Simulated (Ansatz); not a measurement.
Job for Ansatz (an electronic-structure program): U-CCSD(T)/cc-pVDZ on C2H6Se (SMILES CC[SeH]), a point of a bond scan (R = 2.943 Å). The run froze 16 orbitals, filled d shells among them.

Ansatz 0.2 input:
```yaml
crystal:
  periodic: [false, false, false]
  atoms:
    - {symbol: Se, position_ang: [-0.55498298, -0.21214087, 0.55361405]}
    - {symbol: H, position_ang: [-1.52607192, -0.05920117, -0.54272366]}
    - {symbol: C, position_ang: [1.03208518, -0.24790716, -0.62909867]}
    - {symbol: C, position_ang: [1.24880037, 1.03703812, -1.40772409]}
    - {symbol: H, position_ang: [0.93381648, -1.11104940, -1.28408602]}
    - {symbol: H, position_ang: [1.85619480, -0.44343878, 0.05686397]}
    - {symbol: H, position_ang: [1.50741280, 3.34552035, 0.39974296]}
    - {symbol: H, position_ang: [0.41578897, 1.23333108, -2.08443844]}
    - {symbol: H, position_ang: [2.15979709, 0.96633040, -2.00926490]}
basis:
  gaussian:
    orbitals: cc-pVDZ
correlation: {method: ccsd_t, electrons: outside_noble_gas}
scf: {omitted_lower_state_checks: [cluster_reference]}
magnetization: {spin_polarized: true, initial_magnetization: 0}
```

The log:

```
WARN ansatz: RAYON_NUM_THREADS=1 ignored (pool sized by the plan → 1); use --threads N
Functional definition: HF
these checks for a lower state are left out or cut short: cluster_reference
integrals: 0.13 GiB planned
849 factors; integrals over basis functions are off by at most 9.5e-4 eV
mean field: 0.41 GiB planned
mean field evaluation 1: about -67448.3143 eV, gradient 1.6e1 eV
mean field evaluation 2: about -67448.3971 eV, gradient 1.6e1 eV
mean field evaluation 4: about -67450.8795 eV, gradient 2.6e0 eV
mean field evaluation 8: about -67450.9856 eV, gradient 9.2e-2 eV
mean field evaluation 16: about -67454.2572 eV, gradient 1.6e0 eV
mean field evaluation 32: about -67454.2952 eV, gradient 5.1e-4 eV
mean field -67454.29521166 eV, -2478.8996268649 hartree, gradient 2.4e-6 eV, S^2 0.985090; 4 other end points of the search recorded, 0 dependent functions left out
16 core orbitals not correlated
reference -67454.29521166 eV, -2478.8996268649 hartree; 10, 10 occupied and 59, 59 virtual orbitals, 849 factors
second order -10.33220840 eV of doubles, -0.00000000 eV of singles
coupled cluster: 0.39 GiB planned
cycle   1  -11.20022293 eV  change   -8.7e-1 eV  update   7.3e-2
cycle   2  -11.54318386 eV  change   -3.4e-1 eV  update   2.4e-2
cycle   3  -11.59324921 eV  change   -5.0e-2 eV  update   1.0e-2
cycle   4  -11.59517980 eV  change   -1.9e-3 eV  update   4.8e-3
cycle   5  -11.59598274 eV  change   -8.0e-4 eV  update   3.1e-3
cycle   6  -11.59652296 eV  change   -5.4e-4 eV  update   2.5e-3
cycle   7  -11.59798766 eV  change   -1.5e-3 eV  update   2.2e-3
cycle   8  -11.60024271 eV  change   -2.3e-3 eV  update   1.8e-3
cycle   9  -11.60169011 eV  change   -1.4e-3 eV  update   1.0e-3
cycle  10  -11.60227233 eV  change   -5.8e-4 eV  update   3.8e-4
cycle  11  -11.60239415 eV  change   -1.2e-4 eV  update   1.7e-4
cycle  12  -11.60234394 eV  change    5.0e-5 eV  update   6.5e-5
cycle  13  -11.60230978 eV  change    3.4e-5 eV  update   3.2e-5
cycle  14  -11.60229240 eV  change    1.7e-5 eV  update   1.3e-5
coupled cluster: 0.39 GiB planned
perturbative correction -0.33423405 eV, -0.0122828747 hartree
Total energy: -67466.23173810 eV, -2479.3382861209 hartree
Checks for a lower state left out: cluster_reference
```

The run converged. Its determinant has ⟨S²⟩ = 0.99, a mixture of spin states.

Cost: around 16 core-seconds (rough).
